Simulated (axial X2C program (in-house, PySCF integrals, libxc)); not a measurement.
## Nuclear properties of GaS⁻

Computed with an axial X2C code built on PySCF integrals: two-component X2C with atomic mean-field Coulomb and Gaunt terms, Gaussian nuclei, basis Ga dyall-acv3z, S dyall-av3z with contracted cores.

R = 2.131 Å (near the PBE0 minimum at charge -1 of the determinant lowest at the starting distance; the state shown can have its own minimum elsewhere).

Determinant lowest in the PBE0 search, Ω = 0 (closed shell), highest spinor 35% S p, 34% Ga p, 23% Ga s:

| level | qzz Ga (a.u.) | qzz S (a.u.) |
| --- | --- | --- |
| PBE0 | -3.09 | -0.01 |
| HF | -3.54 | 0.01 |
| PBE | -2.86 | -0.04 |
| r2SCAN | -3.02 | -0.08 |
| B3LYP | -3.03 | -0.05 |

Determinant 2.47 eV from it at PBE0 and this distance, Ω = 2 (⟨Sz⟩ = 1.00, ⟨Lz⟩ = 1.00 at PBE0), spin on the atoms Ga 0.78, S 0.22:

```tsv
level	Eeff magnitude (GV/cm)	Ws magnitude Ga (kHz)	A∥/gI Ga (MHz)	qzz Ga (a.u.)	A∥/gI S (MHz)	qzz S (a.u.)
PBE0	2.65	0.56	393	-0.78	57.3	2.33
HF	3.43	0.719	367	-1.44	47.2	2.18
PBE	2.39	0.508	403	-0.64	63	2.32
r2SCAN	2.73	0.574	418	-0.70	70.6	2.20
B3LYP	2.51	0.533	377	-0.71	63	2.47
```

Eeff is the effective electric field on the electron electric dipole moment in this Ω state and Ws the scalar–pseudoscalar constant of the nucleus named (defined with the proton number Z and per Ω); A∥ (defined per Ω) follows by multiplying with gI = μI/(I μN); qzz is the electric field gradient, eQq0 = 234.96 MHz × Q/barn × qzz. The operators were transformed with the bare-nucleus X2C matrices; with these basis sets, hyperfine constants and field gradients can be off by tens of per cent, and where levels differ in sign neither size nor sign is settled.

(1) With Q(69Ga) = 0.171 barn (Q from Pyykkö, Mol. Phys. 2018), turn the PBE0 values of the first state into constants in MHz.

Each state is one determinant with collinear spin, which with several unpaired electrons need not be a pure state. Unrestricted Hartree–Fock can overshoot spin polarisation at the nuclei. For an anion, determinants above electron detachment, or with a positive highest level, are held by the basis set. With several open shells hyperfine constants can be off by a factor of several. Open-shell Ω = 0 determinants with evenly filled partner blocks cannot be reached by this program, so the Ω shown need not be the lowest component. The search compared states at one distance, so a state with another bond length can lie lower. Where a field gradient or hyperfine factor spreads by more than a factor of two over the levels, a constant derived from it is not to be relied on. PBE0 term energies can be off by some tenths of an eV.

## Answers

(1) eQq0(69Ga) = 234.96 × (0.171) × (-3.09) = -124 MHz.
